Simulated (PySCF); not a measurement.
4,4,4-trifluoro-2-butynenitrile, C4F3N.
Bonds: N1–C2 (triple), C2–C3, C3–C4 (triple), C4–C5, C5–F6, C5–F7, C5–F8.

Linear response at wB97X-D/def2-SVPD (PySCF, frozen core in the response, non-relativistic). Geometry: PBE0-D3(BJ)/def2-SVP; no solvent, vibrations or thermal averaging.

Static isotropic polarisability: 56.35 au (8.35 Å³), principal values 37.8, 37.8, 93.5 au.

**Question.** What is the polarisability at 1064 nm and at the sodium D line?

**Answer.** 56.90 au at 1064 nm (+1.0 %), 58.19 au at 589.3 nm (+3.3 %). The rise at 589.3 nm is 3.38 times that at 1064 nm; a pure ω² law gives 3.26. The lowest singlet lies at 243 nm, shorter than both wavelengths.

**Question.** What is the isotropic C6 coefficient between two such molecules, C6 = (3/π)∫α(iω)² dω?

**Answer.** 1314 au (Eh·bohr⁶) by a ten-point quadrature over imaginary frequencies, which is 785 eV·Å⁶ or 75.7 J·nm⁶/mol.

**Question.** Which effective excitation energy ω̄ makes London's formula C6 = (3/4)α²ω̄ exact here?

**Answer.** ω̄ = 4·C6/(3α²) = 0.552 Eh = 15.0 eV. A one-pole form α(ω) = α/(1 − ω²/ω̄²) fitted to the 1064 nm value gives 11.9 eV.

**Question.** The lowest 6 singlets have (eV, f): 5.09, 0.000; 5.34, 0.000; 5.34, 0.000; 7.55, 0.000; 7.88, 0.000; 7.88, 0.000. What share of the static polarisability do they carry in the sum over states α = Σ f/ω²?

**Answer.** 0.00 au, 0.0 % of α. Their oscillator strengths add up to 0.00. Higher states carry the rest.

**Question.** What three-body coefficient follows from the one-pole estimate C9 = (3/4)·α·C6?

**Answer.** 55500 au. This is an estimate from the two numbers above, not a computed integral.

**Question.** What n − 1 at the D line would an ideal gas of it have at 273.15 K and 1 atm (2.6868 × 10¹⁹ cm⁻³), by n − 1 = 2π·N·α′?

**Answer.** 14.56 × 10⁻⁴, a formal value whether or not that pressure can be reached.

**Question.** How anisotropic is the static polarisability, by Δα² = ½[(α1 − α2)² + (α2 − α3)² + (α3 − α1)²]?

**Answer.** Δα = 55.7 au, or 0.99 of the isotropic value.

Cost: about 50 s of CPU time on one thread; the machine was shared, so the figure is rough. This is the whole response run at wB97X-D/def2-SVPD, SCF included.

wB97X-D is run here without its empirical dispersion term; that term would change no orbital, density or response property at a fixed geometry.
